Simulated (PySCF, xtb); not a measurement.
Cl2HSbTe, SMILES [Cl][Sb]([Cl])[TeH].

Harmonic wavenumbers (cm⁻¹) from GFN2-xTB run with xtb at its own minimum, in rising order: 25, 90, 101, 115, 208, 301, 320, 521, 1935.

### Question
What does B3LYP-D3(BJ)/def2-SVP (PySCF) give at its own minimum? (Estimate from the structure and the level; the computed values follow.)

### Answer
73, 82, 109, 156, 190, 346, 356, 528, 2087. Paired by order, the mean absolute difference is 40 cm⁻¹ and the zero-point energies are 5.2 and 5.6 kcal/mol.
